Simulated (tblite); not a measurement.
Question: What does the GFN2-xTB structure of `CS(=O)(=O)[C@]1([SiH3])C=CO[SiH2]1` look like in three dimensions?

Answer: 
```xyz
20
C4H10O3SSi2 angstrom
C      2.2923    0.2857   -0.5077
S      1.0773   -1.0133   -0.0994
O      1.0280   -1.9203   -1.2188
O      1.4429   -1.5726    1.1772
C     -0.5224   -0.2324    0.0900
Si    -1.6653   -1.7466   -0.1034
C     -0.6912    0.7942   -0.9676
C     -0.7701    2.0416   -0.5219
O     -0.6779    2.2407    0.8295
Si    -0.5224    0.8248    1.6765
H      2.2878    1.0271    0.2806
H      3.2576   -0.2018   -0.5695
H      2.0199    0.7184   -1.4616
H     -1.7259   -2.1224   -1.5130
H     -1.2021   -2.8141    0.7721
H     -2.9889   -1.2683    0.3248
H     -0.7384    0.5270   -2.0085
H     -0.9000    2.9442   -1.0951
H     -1.7206    0.5886    2.4775
H      0.7142    0.9102    2.4354
```

Any rigid rotation of these coordinates is as good. Atoms count from 1 in this order. The C–C distances run from 1.327 Å (C7=C8, drawn double) to 1.484 Å (C5–C7, drawn single), a spread of 0.157 Å. Si10 (oxygen-bound silicon) has angles from 92.8° to 117.8°. The 5-membered ring C5–C7–C8–O9–Si10 has internal angles of 92.8° to 117.7°; it is planar, 0.01 Å rms from its mean plane, widest ring torsion 2°. S2 (sulfonyl sulfur) is distorted tetrahedral (angles from 107.3° to 116.9°).

Bonds between heavy atoms (Å): C1–S2 1.825, S2=O3 1.442, S2=O4 1.441, S2–C5 1.790, C5–Si6 1.907, C5–C7 1.484, C7=C8 1.327, C8–O9 1.369, O9–Si10 1.657, C5–Si10 1.907.

Structure optimised with GFN2-xTB, isolated species.

Point group: C1 (no symmetry element, even within 0.4 Å). Its GFN2-xTB frequencies are all real (lowest 50 cm⁻¹). The numbers are those of one conformer (C1–S2–C5–Si6 161°). 3 starts were optimised and ended at 0.00, 0.99 and 2.46 kcal/mol (GFN2-xTB); the lowest of these is shown.

These are computed values.
